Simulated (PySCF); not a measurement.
Predicted microwave data (PBE0-D3(BJ)/def2-TZVP geometry optimisation, gas phase (PySCF)) for one isomer of C5H10F2:

| Property | Result |
| --- | --- |
| Rotational constants | A = 3686, B = 1925, C = 1708 MHz |
| Dipole components | \|μa\| = 0.88 D, \|μb\| = 1.69 D, \|μc\| = 1.19 D |
| Inertial defect | -103.72 u·Å² |
| κ | -0.78 |

Question: Which candidate fits, each taken in the one conformer that was computed?
A. (CH3)3CCHF2, `CC(C)(C)C(F)F`
B. `[CH3:1][CH2:2][C:3]([F:4])([F:5])[CH2:6][CH3:7]` with C1–C2–C3–F4 58°, C2–C3–C6–C7 62° ((CH3CH2)2CF2)

Answer: B. It is CCC(F)(F)CC, an asymmetric top, point group C1. The candidates at the same level (rigid rotor, commonest isotopes):

```
       SMILES  A (MHz)  B (MHz)  C (MHz)  μa (D)  μb (D)  μc (D)  Δ (u·Å²)  point group           rotor
CC(C)(C)C(F)F     3215     2305     1928    1.97    0.00    0.76   -114.37           Cs  asymmetric top
  CCC(F)(F)CC     3686     1925     1708    0.88    1.69    1.19   -103.72           C1  asymmetric top
```

`CC(C)(C)C(F)F` has B 20 % too high. No structure here is proved a minimum.
